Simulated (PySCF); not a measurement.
A TDDFT job was run through a driver script with this input:

```
{"job": {"kind": "uv", "xc": "CAM-B3LYP", "basis": "def2-SVPD", "nstates": 8, "ntriplets": 3}, "charge": 0, "multiplicity": 1}
C      2.437534     0.064625    -0.205069
S      2.192727     0.371173     1.571845
Si     0.057225     0.225393     1.584626
P     -0.671568    -1.707229     0.624855
Si    -1.858830    -0.283166    -0.674182
P     -0.888737     1.627113     0.060648
H      2.068538    -0.929251    -0.449928
H      1.905956     0.822694    -0.777030
H      3.502687     0.128257    -0.398298
H     -0.335395     0.428060     2.972754
H     -1.662171    -1.931562     1.558679
H     -1.533678    -0.501981    -2.081086
H     -3.297263    -0.335964    -0.420692
H     -1.917702     2.021364     0.890737
```

Output:

```
coarse grid: 14168 points
cycle   1  E = -1702.0806367525  dE =  4.557e-01  |g| = 3.031e-01  |ddm| = 4.757e+00
cycle   2  E = -1702.0958817373  dE = -1.524e-02  |g| = 2.518e-01  |ddm| = 1.002e+00
cycle   3  E = -1702.1168717233  dE = -2.099e-02  |g| = 3.467e-02  |ddm| = 5.362e-01
cycle   4  E = -1702.1173153109  dE = -4.436e-04  |g| = 1.351e-02  |ddm| = 9.718e-02
cycle   5  E = -1702.1173852745  dE = -6.996e-05  |g| = 3.593e-03  |ddm| = 3.840e-02
cycle   6  E = -1702.1173906062  dE = -5.332e-06  |g| = 8.771e-04  |ddm| = 9.069e-03
final grid: 113640 points
cycle   7  E = -1702.3090774040  dE = -1.276e-05  |g| = 2.053e-03  |ddm| = 3.573e-02
cycle   8  E = -1702.3090775459  dE = -1.419e-07  |g| = 2.027e-03  |ddm| = 7.366e-03
cycle   9  E = -1702.3090786489  dE = -1.103e-06  |g| = 1.282e-04  |ddm| = 2.921e-03
cycle  10  E = -1702.3090786561  dE = -7.221e-09  |g| = 7.085e-05  |ddm| = 4.779e-04
cycle  11  E = -1702.3090786581  dE = -2.040e-09  |g| = 1.638e-05  |ddm| = 1.871e-04
cycle  12  E = -1702.3090786583  dE = -1.492e-10  |g| = 4.373e-06  |ddm| = 5.350e-05
converged SCF energy = -1702.3090786583

Static polarisability (au): isotropic 136.441, principal 119.026 134.439 155.857

Singlet excitations
state   eV       nm        f      main configurations
  1   4.7642    260.2   0.00139   H->L 0.66, H->L+1 0.25
  2   4.7929    258.7   0.00689   H->L+1 0.60, H->L 0.24, H-1->L+1 0.08
  3   5.1562    240.5   0.00481   H->L+2 0.91
  4   5.3573    231.4   0.00661   H-1->L 0.62, H-1->L+1 0.11
  5   5.6954    217.7   0.00026   H-1->L+1 0.64, H-1->L 0.10
  6   5.7943    214.0   0.01848   H->L+3 0.85
  7   5.9864    207.1   0.07287   H-1->L+2 0.78
  8   6.2206    199.3   0.00600   H->L+4 0.40, H-1->L+4 0.23, H-1->L 0.16

Triplet excitations (Tamm-Dancoff, eV): 4.2867 4.3977 4.7526
```

Method: TDDFT CAM-B3LYP/def2-SVPD, vertical, gas phase, core orbitals frozen in the response (PySCF). Isolated species at its GFN2-xTB geometry (one conformer only).

(1) What share of the summed oscillator strength falls to the strongest level in this window?

(2) Which orbital energies lie behind H and L?

(3) What is the total energy of state 3 at this geometry?

(4) How many basis functions and electrons does this run hold?

(5) What is the gap between the lowest singlet and the lowest triplet?

(6) Which species is it?

Answers

(1) State 7 at 207 nm: 0.0729 of 0.1173, or 62%.

(2) HOMO -7.78 eV and LUMO 0.15 eV, a gap of 7.92 eV; state 1 differs from that by -3.16 eV.

(3) -1702.30908 + 0.18949 = -1702.11959 hartree.

(4) 207 basis functions for 88 electrons in 44 doubly occupied orbitals.

(5) 4.7642 − 4.2867 = 0.4775 eV (full response against Tamm–Dancoff).

(6) `CS[SiH]1P[SiH2]P1` (CH8P2SSi2).

The SCF starts on a coarse grid; the energy jumps when the final grid takes over, and dE counts afresh there. H and L stand for HOMO and LUMO.

Time: 77 s of wall time; peak memory 0.95 GiB. Hardware: Arm Neoverse N1, one thread (shared host).
